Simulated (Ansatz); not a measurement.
Basis sets compared for Ge(SiH3)Cl3 (SiGeH₃Cl₃). Total charge 0; singlet. Geometry PBE-D4/def2-SVP. Ansatz on 4 threads of Intel Xeon on a shared host; times are rough, and most runs start from earlier orbitals.

```xyz
8

Ge    0.458    0.948   -0.187
Si   -0.566   -1.174    0.231
H     0.480   -2.073    0.821
H    -1.062   -1.703   -1.082
H    -1.697   -0.949    1.191
Cl    2.212    0.745   -1.454
Cl    1.092    1.900    1.662
Cl   -0.916    2.306   -1.184
```

Binding counts from free atoms (Ge triplet, Si triplet, H doublet, Cl doublet) in the same basis, without a counterpoise term.

```json
{"level": "PBE-D4/def2-SVP", "functions": "119", "energy (Eh)": "-3747.2212", "HOMO (eV)": "-7.34", "LUMO (eV)": "-2.46", "binding per atom (eV)": "2.96", "wall time": "2.1 s"}
{"level": "PBE-D4/def2-TZVP", "functions": "214", "energy (Eh)": "-3748.0694", "HOMO (eV)": "-7.51", "LUMO (eV)": "-2.71", "binding per atom (eV)": "2.96", "wall time": "4.1 s"}
{"level": "PBE0-D4/def2-SVP", "functions": "119", "energy (Eh)": "-3747.4208", "HOMO (eV)": "-8.62", "LUMO (eV)": "-1.58", "binding per atom (eV)": "2.92", "wall time": "3.4 s"}
{"level": "PBE0-D4/def2-TZVP", "functions": "214", "energy (Eh)": "-3748.2625", "HOMO (eV)": "-8.72", "LUMO (eV)": "-1.80", "binding per atom (eV)": "2.93", "wall time": "8 s"}
{"level": "r2SCAN0-D4/def2-TZVP", "functions": "214", "energy (Eh)": "-3748.9362", "HOMO (eV)": "-8.92", "LUMO (eV)": "-1.67", "binding per atom (eV)": "2.93", "wall time": "12 s"}
```

Q: Estimate the rows for PBE-D4/def2-TZVPD, PBE0-D4/def2-TZVPD, r2SCAN0-D4/def2-TZVPD.

A: 
| level | functions | energy (Eh) | HOMO (eV) | LUMO (eV) | binding per atom (eV) | wall time |
| --- | --- | --- | --- | --- | --- | --- |
| PBE-D4/def2-TZVPD | 262 | -3748.0723 | -7.57 | -2.81 | 2.96 | 5.5 s |
| PBE0-D4/def2-TZVPD | 262 | -3748.2650 | -8.75 | -1.89 | 2.94 | 12 s |
| r2SCAN0-D4/def2-TZVPD | 262 | -3748.9385 | -8.94 | -1.72 | 2.93 | 17 s |
